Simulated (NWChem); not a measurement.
System meant: HgBr2; SMILES [Br][Hg][Br]

The following NWChem deck was run.

```
start job
memory heap 200 mb stack 900 mb global 1100 mb
geometry units angstroms noautoz
  Hg     0.000000     0.000000     0.000000
  Br     0.000000     0.000000     2.413634
  Br     0.000000     0.000000    -2.413634
end
basis spherical
  * library def2-svp
end
ecp
  Hg library def2-ecp
end
dft
  xc xpbe96 cpbe96
  iterations 4
  mulliken
end
task dft energy
```

End of the output:

```
    Atom       Charge   Shell Charges
 -----------   ------   -------------------------------------------------------
    1 Hg  20    19.92   0.00  0.01  1.05  0.91  0.71  0.45  4.97  1.13  0.60  8.37  1.71  0.01
    2 Br  35    35.04   2.00  2.00  1.96  1.14  0.71  5.99  5.81  2.44  2.95  7.83  2.04  0.16
    3 Br  35    35.04   2.00  2.00  1.96  1.14  0.71  5.99  5.81  2.44  2.95  7.83  2.04  0.16

 center of mass
 --------------
 x =   0.00000000 y =   0.00000000 z =   0.00000000

 moments of inertia (a.u.)
 ------------------
        3325.117162476929           0.000000000000           0.000000000000
           0.000000000000        3325.117162476929           0.000000000000
           0.000000000000           0.000000000000           0.000000000000

     Multipole analysis of the density
     ---------------------------------

     L   x y z        total         alpha         beta         nuclear
     -   - - -        -----         -----         ----         -------
     0   0 0 0     -0.000000    -45.000000    -45.000000     90.000000

     1   1 0 0      0.000000      0.000000      0.000000      0.000000
     1   0 1 0     -0.000000     -0.000000     -0.000000      0.000000
     1   0 0 1     -0.000000     -0.000000     -0.000000      0.000000

     2   2 0 0    -44.571741    -22.285870    -22.285870      0.000000
     2   1 1 0     -0.000000     -0.000000     -0.000000      0.000000
     2   1 0 1      0.000000      0.000000      0.000000      0.000000
     2   0 2 0    -44.571741    -22.285870    -22.285870      0.000000
     2   0 1 1     -0.000000     -0.000000     -0.000000      0.000000
     2   0 0 2    -48.391797   -752.325263   -752.325263   1456.258729

 ------------------------------------------------------------------------
 dft energy failed                                                                                  0
 ------------------------------------------------------------------------
 ------------------------------------------------------------------------
  current input line :
    19: task dft energy
 ------------------------------------------------------------------------
 ------------------------------------------------------------------------
 This type of error is most commonly associated with calculations not reaching convergence criteria
 ------------------------------------------------------------------------
 For more information see the NWChem manual at https://nwchemgit.github.io

0:dft energy failed:Received an Error in Communication
```

Task: Find the fault in this run and fix the input.

Result: The run did not converge; its last values are not results. Cause: the SCF was allowed too few iterations. This input runs:
```
start job
memory heap 200 mb stack 900 mb global 1100 mb
geometry units angstroms noautoz
  Hg     0.000000     0.000000     0.000000
  Br     0.000000     0.000000     2.413634
  Br     0.000000     0.000000    -2.413634
end
basis spherical
  * library def2-svp
end
ecp
  Hg library def2-ecp
end
dft
  xc xpbe96 cpbe96
  iterations 150
  mulliken
end
task dft energy
```
It converges to -5300.50919 Ha (PBE/def2-SVP with def2 effective core potentials on Hg).
